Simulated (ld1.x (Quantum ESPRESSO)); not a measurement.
**Varying the PAW potential for Ni (Z = 28)**

Base potential:

* Element: Ni (Z = 28)
* Generator: ld1.x (Quantum ESPRESSO) 7.5
* Type: PAW
* Functional: BP86
* Relativity: scalar-relativistic
* Frozen core: [Ne]
* Valence charge: 18
* Reference configuration: 3s2 3p6 3d8.5 4s1.5 4p0
* Partial waves: 3s (bound): rcut 1.15, rcutus 1.25 bohr; 4s (bound): rcut 1.15, rcutus 1.25 bohr; 3p (bound): rcut 1.15, rcutus 1.50 bohr; 4p (bound, empty): rcut 1.15, rcutus 1.50 bohr; 3d (bound): rcut 1.15, rcutus 1.60 bohr; 3d channel at 0.1 Ry: rcut 1.15, rcutus 1.60 bohr
* Local potential: all-electron potential smoothed inside 1.15 bohr (lloc = -1)
* Core correction: a·sin(br)/r model core, default radius (core density twice the valence density)
* Augmentation charge: BESSEL, radius 1.25 bohr

All-electron outer shells of the reference configuration (BP86, scalar-relativistic, ld1.x):

```csv
shell,level (eV),outermost node (bohr),outermost maximum (bohr)
2s,-979.28,0.07,0.21
2p,-842.12,–,0.16
3s,-108.46,0.30,0.64
3p,-68.87,0.27,0.65
3d,-6.74,–,0.63
4s,-5.22,0.92,2.29
4p,-1.06,1.01,3.34
```

Cutoffs, loose and tight: the cutoffs (Ry, on a coarse ladder) from which the occupation-weighted sum of valence levels, in a spherical-Bessel basis at the reference potential, stays within 10 and 1 mRy of its value at 400 Ry. They do not see the model core or the augmentation charge, which bear on the density cutoff. Test errors are all-electron minus pseudo excitation energies from the reference, over the configurations 3s2 3p6 3d8 4s2 4p0; 3s2 3p6 3d8 4s1 4p0; 3s2 3p6 3d8 4s0 4p0; 3s2 3p5 3d8 4s2 4p0; 3s2 3p6 3d9 4s1 4p0; 3s1 3p6 3d8 4s2 4p0; 3s2 3p6 3d9 4s0 4p0. A dash means not determined; rows that change the core or the reference have their own tests. The largest error is taken over the tests solved by every variant that gives reliable tests at all: 3s2 3p6 3d8 4s0 4p0; 3s2 3p6 3d8 4s1 4p0; 3s2 3p6 3d8 4s2 4p0.

Cutoffs are not given where the Bessel-basis levels miss the radial ones by over 6 mRy, ghosts where they miss by over 20 mRy; a channel whose overlap is not positive is not tested.

A file whose overlap is not positive is unfit for use, and its test errors describe a broken file.

| change | outcome | bound ghosts | largest test error (meV) |
| --- | --- | --- | --- |
| base | generated, overlap not positive | not determined (overlap not positive) | +22 |
| wave 3d channel at 0.1 Ry: rcut 1.15, rcutus 1.60 bohr becomes 3d channel at -0.37 Ry: rcut 1.15, rcutus 1.60 bohr | generated, overlap not positive | not determined (overlap not positive) | +24 |
| wave 3d channel at 0.1 Ry: rcut 1.15, rcutus 1.60 bohr becomes 3d channel at -0.24 Ry: rcut 1.15, rcutus 1.60 bohr | generated, overlap not positive | not determined (overlap not positive) | +23 |
| wave 3d channel at 0.1 Ry: rcut 1.15, rcutus 1.60 bohr becomes 3d channel at 0.04 Ry: rcut 1.15, rcutus 1.60 bohr | generated, overlap not positive | not determined (overlap not positive) | +22 |
| wave 3d channel at 0.1 Ry: rcut 1.15, rcutus 1.60 bohr becomes 3d channel at 0.61 Ry: rcut 1.15, rcutus 1.60 bohr | generated, overlap not positive | not determined (overlap not positive) | +15 |
| wave 3d channel at 0.1 Ry: rcut 1.15, rcutus 1.60 bohr becomes 3d channel at 4.27 Ry: rcut 1.15, rcutus 1.60 bohr | generated, overlap not positive | not determined (overlap not positive) | +25 |

Task: What comes out with this change to the base: wave 3d channel at 0.1 Ry: rcut 1.15, rcutus 1.60 bohr becomes 3d channel at 2.38 Ry: rcut 1.15, rcutus 1.60 bohr?

Result: outcome: generated, overlap not positive; bound ghosts: not determined (overlap not positive); largest test error (meV): +33. A file whose overlap is not positive is unfit for use, and its test errors describe a broken file.
